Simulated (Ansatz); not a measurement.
Cost and result for the atomization energy of C2F5 (`F[C](F)C(F)(F)F`) radical (7 atoms, 6 bonds).

```
atom    x (Å)    y (Å)    z (Å)
  F1  -0.2162   1.5864   0.9231
  C2  -0.4853   0.3194   0.7130
  F3  -0.2754  -0.4155   1.7796
  C4   0.1085  -0.2433  -0.5612
  F5  -0.2586   0.5035  -1.5946
  F6  -0.3181  -1.4864  -0.7435
  F7   1.4451  -0.2642  -0.5164
```

Total charge 0; spin multiplicity 2. All single points use the PBE0-D4/def2-TZVP geometry. Program: Ansatz. Hardware: A = 2 threads of a server CPU on a shared host; B = 2 threads of an AMD EPYC 7R13 on a shared host and a share of an NVIDIA H100 80 GB. Times are those of one run each, without the atoms' runs, and a repeat can differ threefold. Electronic energies, without spin–orbit coupling; frozen cores. CCSD(T)/CBS adds CCSD(T) − MP2 in def2-TZVPP to the MP2 limit, and its time is that of the two runs behind it. T1 = 0.014; ⟨S²⟩ of the reference is 0.76. B3LYP takes the VWN-RPA correlation (the form of Gaussian; ORCA's B3LYP/G).

CCSD(T)/CBS is a level of theory with its own doubt, some kJ/mol a heavy atom from the limit and from the frozen cores, so smaller differences don't rank the functionals.

```
                                 level  functions  wall time  atomization (kJ/mol)  difference from CCSD(T)/CBS  per bond
            LDA (SPW92)/def2-TZVPP [A]        217      3.5 s                3511.1                        745.6     124.3
                  CCSD(T)/def2-SVP [B]         98        4 s                2632.2                       -133.3     -22.2
                    MP2/def2-QZVPP [B]        399      4.8 s                2899.9                        134.4      22.4
                BLYP-D4/def2-TZVPP [A]        217        6 s                2816.6                         51.1       8.5
                PBE0-D4/def2-TZVPP [A]        217        9 s                2818.7                         53.2       8.9
               BHLYP-D4/def2-TZVPP [A]        217       11 s                2566.4                       -199.1     -33.2
r2SCAN-D4/def2-TZVPP (with forces) [A]        217       12 s                2831.6                         66.1      11.0
 B3LYP-D4/def2-TZVPP (with forces) [A]        217       12 s                2756.2                         -9.3      -1.5
                CCSD(T)/def2-TZVPP [B]        217       12 s                2679.4                        -86.1     -14.3
             r2SCANh-D4/def2-TZVPP [A]        217       15 s                2780.9                         15.4       2.6
                 B2PLYP/def2-TZVPP [A]        217       16 s                2742.7                        -22.8      -3.8
                     CCSD(T)/CBS(def2)          –       17 s                2765.5                          0.0       0.0
                ωB97X-V/def2-TZVPP [A]        217       21 s                2798.7                         33.2       5.5
```

In def2-TZVPP, CCSD(T) changes the Hartree–Fock value by +865.1 kJ/mol (the triples alone add +72.8 kJ/mol) and MP2 by +1034.4 kJ/mol; breaking electron pairs costs correlation energy, which Hartree–Fock lacks. At CCSD(T), def2-SVP lies −133.2 kJ/mol from the extrapolated value and def2-TZVPP −86.0 kJ/mol: correlation converges slowly with the basis, and small sets miss more of it in the bonded molecule than in its fragments. From PBE to PBE0 (25 % exact exchange), in def2-TZVPP and without D4, the atomization energy moves by −151.0 kJ/mol: exact exchange takes away binding that semilocal exchange gives to molecules.
